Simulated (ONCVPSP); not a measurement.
## Potentials for vanadium (V) compared

Generated with ld1.x 7.5 (TM, RRKJ, ultrasoft, PAW), atompaw 4.2 or ONCVPSP 4.0.1. The cutoff is in Ry: for ld1.x and atompaw files where the sum of valence levels is converged to 10 mRy in a Bessel basis, for ONCV files where the hardest occupied wave has 1 mHa per electron of residual kinetic energy. The error is the largest all-electron minus pseudo excitation energy over each file’s own four to seven test configurations (ionisations up to +4, promotions, holes and added fractions of an electron), all of which were solved. The labels leave out finer settings (local radius, basis sizes, second energies), which also bear on the numbers. Spin-polarised tests are not counted. The rows are a selection from randomly drawn settings: files with unsolved tests, undetermined cutoffs or missed reference levels are left out.

A true bound ghost makes a file unfit for plane-wave use even where its test errors are small: the radial tests pick states by their node count and pass the ghost by.

```tsv
potential	cutoff (Ry)	largest error (meV)	bound ghosts
ONCV, PBE, fully relativistic, rc 2.50/0.90/0.90 (spd), local d, core correction yes, reference 3p6 3d3 4s2, qcut 2.4/10.2/16.2, projectors 2/1/0	186	+170	s
ONCV, PBE, scalar-relativistic, rc 1.30/1.10/1.90 (spd), local smoothed, core correction no, reference 3s2 3p6 3d3, qcut 11.1/8.3/9.4, projectors 2/2/2	84	+93	none
ONCV, PBEsol, scalar-relativistic, rc 2.75/2.50/1.45 (spd), local smoothed, core correction yes, reference 3d3 4s2, qcut 2/3.1/10.6, projectors 1/2/2	90	-664	s
ONCV, PW91, scalar-relativistic, rc 1.60/1.20/1.45 (spd), local smoothed, core correction no, reference 3s2 3p6 3d3 4s2, qcut 7.2/12.8/10.4, projectors 2/2/1	80	+6.1	none
```

Task: Fill in the row for V: ONCV, LDA (Perdew-Wang 92), fully relativistic, rc 1.30/1.15/1.35 (spd), local smoothed, core correction no, reference 3s2 3p6 3d4 4s1, qcut 7.2/9.4/9.5, projectors 2/2/2.

Result: cutoff 88 Ry, largest error +45 meV, bound ghosts: none.

Task: Fill in the row for V: ONCV, LDA (Perdew-Zunger), scalar-relativistic, rc 1.25/1.00/2.25 (spd), local smoothed, core correction yes, reference 3s2 3p6 3d3 4s2, qcut 8.7/8.5/7.6, projectors 2/3/2.

Result: cutoff 57 Ry, largest error +148 meV, bound ghosts: none.
